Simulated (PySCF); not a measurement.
# `CC[NH][Ge]([CH3])([CH3])[NH]CC`, C6H18GeN2

Geometry (Å), atoms numbered from 1 in this order:
```xyz
27

Ge    0.4382    0.3652    0.5185
C     0.4372    0.3825    2.5182
H    -0.5553    0.1885    2.9155
H     0.7658    1.3525    2.8739
H     1.1118   -0.3725    2.9104
C     2.2434    0.1613   -0.2706
H     2.7996   -0.6328    0.2187
H     2.7994    1.0864   -0.1545
H     2.1768   -0.0716   -1.3291
N    -0.1894    2.0243    0.0610
C    -0.3050    2.4697   -1.3136
C    -1.5455    1.9469   -2.0336
H    -0.9875    2.3392    0.5962
H    -0.3096    3.5670   -1.3250
H     0.5887    2.1303   -1.8411
H    -1.5305    0.8594   -2.0346
H    -1.5683    2.3052   -3.0600
H    -2.4477    2.2847   -1.5263
N    -0.6266   -0.9450   -0.2598
C    -0.2171   -2.3301   -0.3648
C    -0.3469   -3.1214    0.9350
H    -1.5963   -0.8951    0.0302
H    -0.8216   -2.8125   -1.1429
H     0.8238   -2.3401   -0.6932
H     0.2678   -2.6663    1.7089
H    -0.0240   -4.1492    0.7882
H    -1.3811   -3.1265    1.2743
```

Theory: GIAO PBE/def2-SVP magnetisability, rotational g tensor and spin-rotation constants, non-relativistic, gas phase in PySCF. Geometry: GFN2-xTB.

The calculation is non-relativistic, which matters for the atoms heavier than Zn.

Task: Give the nuclear spin-rotation constants along the inertial axes (H = +C I·J) beside the isotropic shieldings.

Result: Rotational constants 1.5068, 0.8208, 0.6807 GHz. A star marks the isotopologue with that one atom substituted, in its own axes.
| atom | isotope | Caa (kHz) | Cbb (kHz) | Ccc (kHz) | mean (kHz) | σ (ppm) |
| --- | --- | --- | --- | --- | --- | --- |
| H3 | 1H | -0.178 | -0.084 | 0.001 | -0.087 | 31.5 |
| H4 | 1H | -0.096 | -0.029 | -0.078 | -0.068 | 31.3 |
| H5 | 1H | -0.032 | -0.079 | -0.069 | -0.060 | 31.5 |
| H7 | 1H | -0.020 | -0.085 | -0.067 | -0.058 | 31.4 |
| H8 | 1H | -0.092 | -0.047 | -0.068 | -0.069 | 31.5 |
| H9 | 1H | -0.169 | -0.027 | -0.044 | -0.080 | 31.1 |
| N10 | 14N | 0.081 | 0.038 | 0.037 | 0.052 | 208.5 |
| H13 | 1H | -0.186 | -0.110 | 0.016 | -0.093 | 31.5 |
| H14 | 1H | 0.035 | -0.074 | -0.061 | -0.033 | 28.5 |
| H15 | 1H | -0.142 | -0.095 | 0.031 | -0.069 | 28.9 |
| H16 | 1H | 0.009 | -0.064 | -0.074 | -0.043 | 29.8 |
| H17 | 1H | -0.074 | -0.057 | -0.056 | -0.062 | 30.9 |
| H18 | 1H | -0.178 | -0.093 | 0.017 | -0.085 | 31.2 |
| N19 | 14N | 0.082 | 0.049 | 0.039 | 0.057 | 196.2 |
| H22 | 1H | -0.199 | -0.093 | 0.007 | -0.095 | 31.7 |
| H23 | 1H | -0.169 | 0.041 | -0.065 | -0.064 | 28.4 |
| H24 | 1H | -0.170 | -0.071 | 0.021 | -0.073 | 29.0 |
| H25 | 1H | -0.163 | 0.023 | -0.084 | -0.075 | 30.9 |
| H26 | 1H | -0.019 | -0.084 | -0.059 | -0.054 | 30.7 |
| H27 | 1H | -0.170 | -0.090 | 0.011 | -0.083 | 31.0 |
| Ge1 | 73Ge* | -0.441 | -0.243 | -0.201 | -0.295 | 1372.8 |
| C2 | 13C* | 0.172 | 0.089 | 0.082 | 0.115 | 186.0 |
| C11 | 13C* | 0.249 | 0.134 | 0.124 | 0.169 | 148.9 |
| C12 | 13C* | 0.226 | 0.097 | 0.101 | 0.141 | 169.7 |

For the geometry as given, no vibrational averaging.
